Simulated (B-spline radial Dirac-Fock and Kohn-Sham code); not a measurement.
**Dipole and non-dipole photoemission parameters of Rh 3d5/2**

System: atomic rhodium, configuration [Kr] 4d8 5s1; threshold 307.2 eV (tabulated edge). These are calculated numbers from a B-spline atomic structure program; the model is Dirac-Hartree-Slater photoionisation with a Latter tail; cross sections with all multipoles, angular parameters from the dipole term and its interference with E2.

For linearly polarised light dσ/dΩ = σ/(4π) [1 + β P₂(cos θ) + (δ + γ cos²θ) sin θ cos φ], with θ from the polarisation vector and φ the angle between the beam and the projection of the electron momentum on the plane normal to the polarisation.

```csv
hν (eV),σ (kb),β,γ,δ
386,2400,0.330,-0.025,0.003
400,2320,0.364,-0.032,0.004
439,2080,0.505,-0.044,0.007
456,1970,0.567,-0.047,0.009
798,615,1.114,0.035,0.033
800,612,1.115,0.036,0.033
870,495,1.150,0.065,0.036
940,404,1.176,0.094,0.039
995,347,1.191,0.118,0.042
1000,343,1.192,0.120,0.042
1040,308,1.200,0.138,0.044
1120,251,1.211,0.172,0.047
1580,93.2,1.213,0.357,0.064
1820,60.6,1.194,0.442,0.073
2000,45.2,1.175,0.500,0.079
2070,?,?,?,?
3200,9.66,1.040,0.801,0.125
7520,0.433,0.720,1.313,0.287
11200,0.0909,0.577,1.500,0.411
13600,0.0415,0.511,1.574,0.486
15000,0.0278,0.479,1.605,0.527
```

**Question.** Give the values at 2070 eV.

**Answer.** σ = 40.5 kb, β = 1.168, γ = 0.521, δ = 0.082.
